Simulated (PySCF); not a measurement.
**[Yb(NH3)3]3+ at several levels of theory**

Computed with PySCF 2.14.0 (density fitting, no spin-orbit coupling) at the geometry relaxed with BP86:

```xyz
13
[Yb(NH3)3]3+ (singlet in the valence; each metal's 4f electrons, 13 of them, lie in its core potential, out of spins and levels)
Yb    0.0000    0.0000    0.7415
N     2.2348    0.0001    0.0106
H     2.9371   -0.3003    0.7305
H     2.4613   -0.6229   -0.8015
H     2.6103    0.9281   -0.2996
N    -1.1174    1.9353    0.0106
H    -1.2085    2.6938    0.7305
H    -0.6912    2.4430   -0.8015
H    -2.1089    1.7966   -0.2996
N    -1.1173   -1.9354    0.0106
H    -1.7286   -2.3935    0.7305
H    -1.7701   -1.8201   -0.8015
H    -0.5014   -2.7247   -0.2996
```

```tsv
level	basis	state	HOMO (eV)	gap (eV)	charge on Yb1 (e)	population of f-type functions on Yb1 (polarisation alone where 4f lies in the core)	dipole about the centre of mass (D)	largest force component (eV/Å)
BP86	Yb lcecp-1-SVP with ECP59, N def2-SVP, H def2-SVP	singlet	-23.43	6.04	1.65	0.02	2.99	0.01
BLYP	the same	singlet	-23.18	5.65	1.62	0.02	2.98	0.17
BP86	Yb lcecp-1-TZVP with ECP59, N def2-TZVP, H def2-TZVP	singlet	-23.35	6.05	1.99	0.02	2.99	0.39
```

In the lcecp rows the 4f levels are missing from HOMO and gap, and the state counts the valence alone.

Charges are Mulliken's, which hang on the basis. The relaxation used the grid (50, 194), these runs (75, 302) or, all-electron (x2c bases, spin-free X2C Hamiltonian), (99, 590).

Question: A further run in the first row's basis gives HOMO (eV) -27.37, gap (eV) 13.21, charge on Yb1 (e) 1.80, population of f-type functions on Yb1 (polarisation alone where 4f lies in the core) 0.02, dipole about the centre of mass (D) 2.65, largest force component (eV/Å) 0.46. Which level was it?
A. r2SCAN
B. wB97X
C. B3LYP

Answer: B. The others give HOMO -23.67 eV (r2SCAN); -24.58 eV (B3LYP).

In the first row's basis the gap widens with exact exchange: 5.7 to 6.8 eV for BLYP, BP86, r2SCAN (none); 7.6 eV for B3LYP (a fixed share); 13.2 eV for wB97X (rising or full at long range).

An lcecp potential fixes the number of 4f electrons, so in runs with it no electron can move into or out of that shell.
